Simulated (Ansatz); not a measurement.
`[SiH3]S[CH2][GeH3]` → `CS[SiH2][GeH3]`  (isomerisation)

Isolated molecules relaxed with PBE0-D4/def2-TZVP in Ansatz; ΔE leaves out vibrations. CCSD(T)/CBS adds triple-zeta CCSD(T) − MP2 to the extrapolated MP2 energy (def2 sets, frozen cores). Functionals use def2-TZVPP. B3LYP here is the variant with VWN-RPA as its local correlation; programs differ in this. For Ge outer-core shells are correlated without core-valence functions, which leaves a few kJ/mol of doubt a bond. Scalar relativity is left out up to krypton. Each species was taken in one conformer, which may not be the lowest.

`[SiH3]S[CH2][GeH3]`:

Cartesian coordinates in Å:
```
Si -0.479 1.634 1.828
S 0.110 1.251 -0.179
C 0.027 -0.563 -0.157
Ge 0.520 -1.274 -1.923
H -0.470 3.107 2.006
H -1.840 1.093 2.090
H 0.465 0.995 2.784
H 0.715 -0.966 0.589
H -0.985 -0.894 0.084
H 1.950 -0.834 -2.268
H 0.446 -2.810 -1.874
H -0.458 -0.740 -2.979
```

`CS[SiH2][GeH3]`:

Cartesian coordinates in Å:
```
C 1.935 0.347 -0.801
S 1.503 0.902 0.873
Si -0.620 0.959 0.702
Ge -1.548 -1.203 0.325
H 1.530 -0.643 -1.008
H 3.022 0.298 -0.842
H 1.584 1.057 -1.550
H -1.029 1.872 -0.403
H -1.106 1.504 1.996
H -1.277 -2.118 1.529
H -0.926 -1.855 -0.923
H -3.069 -1.119 0.101
```

CCSD(T)/CBS gives -33.5 kJ/mol.

Task: Another level gave -34.4 kJ/mol. Which?
A. B3LYP-D4/def2-TZVPP
B. B2PLYP/def2-TZVPP
C. PBE0/def2-TZVPP
D. RPA@PBE/def2-TZVPP

Result: B. B2PLYP -34.4, RPA@PBE/def2-TZVPP -28.1, PBE0 -43.7, B3LYP-D4 -39.7 kJ/mol.

Task: What do rigid-rotor, harmonic-oscillator terms from PBE0-D4/def2-TZVP frequencies (298.15 K, 1 bar) make of the CCSD(T)/CBS value? (Best estimate.)

Result: Ansatz gave: ΔZPE = +5.9 kJ/mol, ΔH = -26.6 kJ/mol, ΔS = 5 J/(mol·K), ΔG = -28.2 kJ/mol. Modes under 50 cm⁻¹ make the entropy rough.

Largest T1 diagnostic among the species: 0.012.

Leaving LDA and LC-ωPBE aside and taking each functional with its dispersion term where it has one, the values, not all of them listed here, spread over 12.1 kJ/mol, from PBE-D4 to B2PLYP. From BLYP to BHLYP (50 % exact exchange), in def2-TZVPP and without D4, ΔE moves by +4.7 kJ/mol.
